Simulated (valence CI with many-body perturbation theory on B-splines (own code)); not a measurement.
Zr²⁶⁺ in brief

Level of theory: valence CI with perturbative core correlation (CI+MBPT): four valence electrons over a frozen Dirac-Fock core [Ne], radial functions for each j: 9 s, 9 p, 8 d, 6 f, 3 g, 1 h, with the one-electron correlation potential Σ1 (screened to all orders), the two-electron term Σ2, the three-electron term Σ3, Breit, model QED; selected single and double excitations, second order for the rest, scaled by the run's own slope (own B-spline code, finite nucleus).

The last digits are not significant, and no measured levels were compared; by estimate large intervals hold to a few tenths of a per cent, small ones and those within an open d or f shell to about a per cent.

Levels are named by their leading jj configuration (3d3/2^4 stands for four electrons in 3d with j = 3/2), which in mixed levels can hold well under half, so a name can repeat and another be missing.

Rates and lifetimes use the calculated energies. Strong lines usually hold to 10 to 20 %, long lifetimes can be off by a factor of two.

Task: What is the ground level?

Result: (3s^2 3p1/2^2) J=0, composition 80 % 3s2.3p2 3P + 18 % 3s2.3p2 1S.

Task: Among levels below 1528000 cm⁻¹, which E1 lines absorb most strongly from the ground level?

Result: to (3s^2 3p1/2 3d3/2) J=1 at 9.334 nm, f = 0.556; to (3s 3p1/2 3p3/2^2) J=1 at 10.06 nm, f = 0.154; to (3s 3p1/2^2 3p3/2) J=1 at 13.69 nm, f = 0.114.

Task: Where does the other parity begin?

Result: At (3s 3p1/2^2 3p3/2) J=2, 614070 cm⁻¹.

Task: Name the longest-lived excited levels whose lifetime is computed, and their main decay.

Result: (3s^2 3p1/2 3p3/2) J=2 at 156220 cm⁻¹ lives 3.67 ms, mostly by M1 to (3s^2 3p1/2 3p3/2) J=1; (3s^2 3p3/2 3d5/2) J=4 at 1118200 cm⁻¹ lives 36.9 μs, mostly by M1 to (3s^2 3p1/2 3d5/2) J=3; (3s^2 3p1/2 3p3/2) J=1 at 123850 cm⁻¹ lives 35.9 μs, mostly by M1 to (3s^2 3p1/2^2) J=0.

Task: What is the ionisation energy?

Result: 1343.2 eV; NIST lists 1344 ± 3 eV (semi-empirical).
